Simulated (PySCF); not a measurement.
Worked example: oscillator strength and radiative lifetime

(2S)-2-methylthietane (C4H8S), SMILES C[C@H]1CCS1.

The structure is a stationary point at B3LYP-D3(BJ)/def2-SVP.

TDA-PBE/def2-SVPD run with PySCF puts the first singlet state with f over 0.02 at 5.23 eV (vertical), with the transition dipole (0.256, 0.074, 0.407) in atomic units.

Find the oscillator strength, the wavelength and the radiative lifetime that this transition would have in vacuum if emission retraced absorption.


|μ|² = 0.2367 au, so |μ| = 1.24 D. ΔE = 5.23/27.211 = 0.1922 hartree. f = (2/3) ΔE |μ|² = 0.030 (the program prints 0.030).
λ = 1239.84/5.23 = 237 nm; ν = 42183 cm⁻¹.
Einstein's coefficient A = 0.6670 ν² f s⁻¹ (ν in cm⁻¹) = 3.6e7 s⁻¹, so τ = 1/A = 28 ns. This state is S2; the lower singlet has f = 0.000. The figure is the radiative limit of this one transition; relaxation, internal conversion, crossing to triplets and a medium change what is measured.
